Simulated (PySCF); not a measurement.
**Gold: a sound run and one with changed settings**

Sound run: Au²⁺ [Xe] 4f14 5d9, Au³⁺ [Xe] 4f14 5d8. Computed with PySCF 2.14 in cc-pVDZ-PP with ECP60MDF (4s4p3d1f, 38 functions), with a scalar-relativistic core potential. In the sound run the correlated levels freeze 5s2 5p6 outside the core potential. The sound run starts from symmetry-adapted Hartree-Fock orbitals and uses a fine grid where one is needed.

A second run was set up differently.

```
species  method  sound run (hartree)  changed run (hartree)  converged
   Au²⁺     MP2           -133.99762             -134.13509        yes
   Au³⁺     MP2           -132.81161             -132.95027        yes
```

Ionisation energy of Au²⁺:

| method | sound run (eV) | changed run (eV) |
| --- | --- | --- |
| UHF | 30.867 | 30.867 |
| MP2 | 32.273 | 32.241 |
| SCS-MP2 | 32.177 | 32.075 |

Q: What was changed?
A. too few SCF iterations
B. a valence shell is frozen
C. all electrons correlated in a valence basis
D. basis contracted for another Hamiltonian

A: C. A valence basis has no tight correlating functions, so it recovers only part of the core correlation, and not evenly between atom and ion.
